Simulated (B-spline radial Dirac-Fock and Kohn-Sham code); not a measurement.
Photoionisation of cesium ions at W Kα (59318.2 eV)

Calculated with a radial B-spline solver, using the independent-particle Dirac-Slater model, thresholds from Dirac-Fock. Cross sections in kb; a dash marks an empty subshell or a threshold above the photon energy.

```csv
ion,configuration,total,1s,3d3/2,4d3/2,5p1/2,5p3/2
Cs⁺,[Kr] 4d10 5s2 5p6,1.794,1.52,0.000375,7.32e-05,0.000191,0.000257
Cs⁷⁺,[Kr] 4d10 5s2,1.794,1.52,0.000376,7.56e-05,–,–
Cs⁵³⁺,1s2,1.532,1.53,–,–,–,–
Cs⁵⁴⁺,1s1,0.7836,0.784,–,–,–,–
```
